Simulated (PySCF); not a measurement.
C4H6F2, SMILES C/C=C/C(F)F. Atoms are numbered in the order given.

```xyz
12

C     -2.6890     0.4712    -0.2309
C     -1.2227     0.5443     0.0192
C     -0.3093    -0.2694    -0.5122
C      1.1532    -0.1637    -0.2368
F      1.4152     0.7705     0.7042
F      1.6277    -1.3525     0.2147
H     -3.2382     0.3185     0.7129
H     -2.9503    -0.3458    -0.9185
H     -3.0623     1.4171    -0.6572
H     -0.8714     1.3309     0.6970
H     -0.5920    -1.0747    -1.1994
H      1.7357     0.0976    -1.1405
```

The structure is a stationary point at PBE0-D3(BJ)/def2-SVP. Other conformers were not sampled.

These are PBE/pcSseg-1 (PySCF) values and carry that method's errors.

GIAO shieldings, no solvent; atoms listed in one row are averaged. δ = σ(ref) − σ: ¹³C against TMS (σ = 182.0 ppm); ¹⁹F against CFCl3 (σ = 133.6 ppm); ¹H against TMS (σ = 31.49 ppm), references at their B3LYP-D3(BJ)/def2-TZVP geometries, non-relativistic.

Computed chemical shifts:
```json
[
 {"nucleus": "¹³C", "atoms": "C2", "count": "1", "δ (ppm)": "139.5"},
 {"nucleus": "¹³C", "atoms": "C3", "count": "1", "δ (ppm)": "133.8"},
 {"nucleus": "¹³C", "atoms": "C4", "count": "1", "δ (ppm)": "122.1"},
 {"nucleus": "¹³C", "atoms": "C1", "count": "1", "δ (ppm)": "23.6"},
 {"nucleus": "¹⁹F", "atoms": "F6", "count": "1", "δ (ppm)": "-152.6"},
 {"nucleus": "¹⁹F", "atoms": "F5", "count": "1", "δ (ppm)": "-175.6"},
 {"nucleus": "¹H", "atoms": "H12", "count": "1", "δ (ppm)": "6.67"},
 {"nucleus": "¹H", "atoms": "H10", "count": "1", "δ (ppm)": "6.54"},
 {"nucleus": "¹H", "atoms": "H11", "count": "1", "δ (ppm)": "5.87"},
 {"nucleus": "¹H", "atoms": "H7, H8, H9", "count": "3", "δ (ppm)": "2.19"}
]
```
